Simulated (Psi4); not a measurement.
trans-dichloroethylene (C2H2Cl2), singlet, at a GFN2-xTB geometry; Psi4 with MP2/aug-cc-pVDZ.

Psi4 was given this input:
```
memory 2 GB

molecule {
0 1
Cl    2.10328556    0.36099099    0.01830268
C     0.55226406   -0.36482497   -0.00124048
C    -0.55226406    0.36482497    0.00124048
Cl   -2.10328556   -0.36099099   -0.01830268
H     0.55829032   -1.44326218   -0.01538865
H    -0.55829032    1.44326218    0.01538865
}

set {
  basis aug-cc-pvdz
}

energy('mp2')
print_variables()
```

The log (banner, timings and long lists left out):

```
    SCF Algorithm Type (re)set to DF.

   => Loading Basis Set <=

    Name: AUG-CC-PVDZ
    Role: ORBITAL
    Keyword: BASIS

         ---------------------------------------------------------
                                   SCF
               by Justin Turney, Rob Parrish, Andy Simmonett
                          and Daniel G. A. Smith
                              RHF Reference
         ---------------------------------------------------------

  ==> Geometry <==

    Molecular point group: c2h
    Full point group: C2h

    Geometry (in Angstrom), charge = 0, multiplicity = 1:

       Center              X                  Y                   Z               Mass
    ------------   -----------------  -----------------  -----------------  -----------------
         CL           0.361200511522    -2.103329223003     0.000000000000    34.968852682000
         C           -0.364809723455    -0.552275524685     0.000000000000    12.000000000000
         C            0.364809723455     0.552275524685     0.000000000000    12.000000000000
         CL          -0.361200511522     2.103329223003     0.000000000000    34.968852682000
         H           -1.443339734683    -0.558301909775     0.000000000000     1.007825032230
         H            1.443339734683     0.558301909775     0.000000000000     1.007825032230

  Running in c2h symmetry.

  Rotational constants: A =      1.78525  B =      0.05196  C =      0.05049 [cm^-1]
  Rotational constants: A =  53520.55974  B =   1557.75708  C =   1513.69968 [MHz]
  Nuclear repulsion =  176.794371122651341

  Charge       = 0
  Multiplicity = 1
  Electrons    = 48
  Nalpha       = 24
  Nbeta        = 24

  ==> Algorithm <==

  SCF Algorithm Type is DF.
  DIIS enabled.
  MOM disabled.
  Fractional occupation disabled.
  Guess Type is SAD.
  Energy threshold   = 1.00e-08
  Density threshold  = 1.00e-08
  Integral threshold = 1.00e-12

  ==> Primary Basis <==

  Basis Set: AUG-CC-PVDZ
    Blend: AUG-CC-PVDZ
    Number of shells: 50
    Number of basis functions: 118
    Number of Cartesian functions: 126
    Spherical Harmonics?: true
    Max angular momentum: 2

   => Loading Basis Set <=

    Name: (AUG-CC-PVDZ AUX)
    Role: JKFIT
    Keyword: DF_BASIS_SCF

  ==> Integral Setup <==

  SCF_SUBTYPE=INCORE selected. In-core MEM_DF algorithm will be used.
  Using in-core AOs.

  ==> MemDFJK: Density-Fitted J/K Matrices <==

    J tasked:                   Yes
    K tasked:                   Yes
    wK tasked:                   No
    Algorithm:                 Core
    Schwarz Cutoff:           1E-12
    Mask sparsity (%):       0.1867
    Fitting Condition:        1E-10

   => Auxiliary Basis Set <=

  Basis Set: (AUG-CC-PVDZ AUX)
    Blend: AUG-CC-PVDZ-JKFIT
    Number of shells: 160
    Number of basis functions: 492
    Number of Cartesian functions: 572
    Spherical Harmonics?: true
    Max angular momentum: 3

  Minimum eigenvalue in the overlap matrix is 1.0546137017E-04.
  Reciprocal condition number of the overlap matrix is 1.5467050956E-05.
    Using symmetric orthogonalization.

  ==> Pre-Iterations <==

  SCF Guess: Superposition of Atomic Densities via on-the-fly atomic UHF (no occupation information).

   -------------------------
    Irrep   Nso     Nmo
   -------------------------
     Ag        42      42
     Bg        17      17
     Au        17      17
     Bu        42      42
   -------------------------
    Total     118     118
   -------------------------

  ==> Iterations <==

                           Total Energy        Delta E     RMS |[F,P]|

   @DF-RHF iter SAD:  -995.61769159928326   -9.95618e+02   0.00000e+00
   @DF-RHF iter   1:  -995.83701024731795   -2.19319e-01   3.94611e-03 ADIIS/DIIS
   @DF-RHF iter   2:  -995.87845728297998   -4.14470e-02   1.61879e-03 ADIIS/DIIS
   @DF-RHF iter   3:  -995.88485116565062   -6.39388e-03   5.36576e-04 ADIIS/DIIS
   @DF-RHF iter   4:  -995.88594544304590   -1.09428e-03   1.24091e-04 ADIIS/DIIS
   @DF-RHF iter   5:  -995.88602939279008   -8.39497e-05   3.03346e-05 DIIS
   @DF-RHF iter   6:  -995.88603643856800   -7.04578e-06   6.84178e-06 DIIS
   @DF-RHF iter   7:  -995.88603678218146   -3.43613e-07   1.69324e-06 DIIS
   @DF-RHF iter   8:  -995.88603680028996   -1.81085e-08   3.17190e-07 DIIS
   @DF-RHF iter   9:  -995.88603680091092   -6.20958e-10   5.42114e-08 DIIS
   @DF-RHF iter  10:  -995.88603680093092   -2.00089e-11   1.05698e-08 DIIS
   @DF-RHF iter  11:  -995.88603680093058    3.41061e-13   2.45050e-09 DIIS
  Energy and wave function converged.

  ==> Post-Iterations <==

    Orbital Energies [Eh]
    ---------------------

    Doubly Occupied:

[...]
    Virtual:

[...]
      42Bu     3.181231

    Final Occupation by Irrep:
             Ag    Bg    Au    Bu
    DOCC [    10,    2,    3,    9 ]
    NA   [    10,    2,    3,    9 ]
    NB   [    10,    2,    3,    9 ]

  @DF-RHF Final Energy:  -995.88603680093058

   => Energetics <=

    Nuclear Repulsion Energy =            176.7943711226513415
    One-Electron Energy =               -1724.9665593438960514
    Two-Electron Energy =                 552.2861514203140132
    Total Energy =                       -995.8860368009305830

Computation Completed

Properties will be evaluated at   0.000000,   0.000000,   0.000000 [a0]

Properties computed using the SCF density matrix

 Multipole Moments:

 ------------------------------------------------------------------------------------
     Multipole            Electronic (a.u.)      Nuclear  (a.u.)        Total (a.u.)
 ------------------------------------------------------------------------------------

 L = 1.  Multiply by 2.5417464519 to convert [e a0] to [Debye]
 Dipole X            :          0.0000000            0.0000000            0.0000000
 Dipole Y            :          0.0000000            0.0000000            0.0000000
 Dipole Z            :          0.0000000            0.0000000            0.0000000
 Magnitude           :                                                    0.0000000

 ------------------------------------------------------------------------------------

  //>>>>>>>>>>>>>>>>>>>>>>>>>>>>>>>>>>>//
  //               DFMP2               //
  //<<<<<<<<<<<<<<<<<<<<<<<<<<<<<<<<<<<//

   => Loading Basis Set <=

    Name: (AUG-CC-PVDZ AUX)
    Role: RIFIT
    Keyword: DF_BASIS_MP2

	 --------------------------------------------------------
	                          DF-MP2
	      2nd-Order Density-Fitted Moller-Plesset Theory

	        Rob Parrish, Justin Turney, Andy Simmonett,
	           Ed Hohenstein, and C. David Sherrill
	 --------------------------------------------------------

   => Auxiliary Basis Set <=

  Basis Set: (AUG-CC-PVDZ AUX)
    Blend: AUG-CC-PVDZ-RI
    Number of shells: 118
    Number of basis functions: 374
    Number of Cartesian functions: 442
    Spherical Harmonics?: true
    Max angular momentum: 3

	 --------------------------------------------------------
	                 NBF =   118, NAUX =   374
	 --------------------------------------------------------
	   CLASS    FOCC     OCC    AOCC    AVIR     VIR    FVIR
	   PAIRS       0      24      24      94      94       0
	 --------------------------------------------------------

	-----------------------------------------------------------
	 ==================> DF-MP2 Energies <====================
	-----------------------------------------------------------
	 Reference Energy          =    -995.8860368009305830 [Eh]
	 Singles Energy            =      -0.0000000000000000 [Eh]
	 Same-Spin Energy          =      -0.1558094537506413 [Eh]
	 Opposite-Spin Energy      =      -0.4313905027858309 [Eh]
	 Correlation Energy        =      -0.5871999565364722 [Eh]
	 Total Energy              =    -996.4732367574670207 [Eh]
	-----------------------------------------------------------
	 ================> DF-SCS-MP2 Energies <==================
	-----------------------------------------------------------
	 SCS Same-Spin Scale       =       0.3333333333333333 [-]
	 SCS Opposite-Spin Scale   =       1.2000000000000000 [-]
	 SCS Same-Spin Energy      =      -0.0519364845835471 [Eh]
	 SCS Opposite-Spin Energy  =      -0.5176686033429970 [Eh]
	 SCS Correlation Energy    =      -0.5696050879265441 [Eh]
	 SCS Total Energy          =    -996.4556418888571443 [Eh]
	-----------------------------------------------------------

  Variable Map:
  ----------------------------------------------------------------------------
[...]
  Array Variable Map:
  ----------------------------------------------------------------------------
[...]
[...]
```
